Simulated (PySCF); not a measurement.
H5InO3Si, SMILES [OH][In]([OH])[O][SiH3].

The structure is a stationary point at PBE0-D3(BJ)/def2-SVP. The structure was generated by enumeration; whether it is a known compound was not checked. The def2 effective core potentials stand for the cores of In; spin–orbit coupling is left out. One conformer was computed; it need not be the lowest.

The numbers are results of C-PCM-PBE0/def2-SVP in PySCF 2.14.0, not measurements.

The values are the electrostatic part of the solvation free energy, E(continuum) − E(gas) at the gas-phase geometry, in a cavity of scaled van der Waals radii (PySCF's table); cavitation and dispersion terms are not included. A continuum can't describe solvent molecules that bind to the metal. In vacuum the orbital gap is 6.14 eV. The dipole moment in vacuum is 3.58 D.

Computed values in water (ε = 78.36), ethylethanoate (ε = 5.99), dimethylsulfoxide (ε = 46.83):
```tsv
solvent	ε	ΔG(elec) (kcal/mol)	dipole (D)	gap (eV)
water	78.36	-13.2	4.41	6.62
ethylethanoate	5.99	-10.9	4.26	6.54
dimethylsulfoxide	46.83	-13.1	4.40	6.62
```
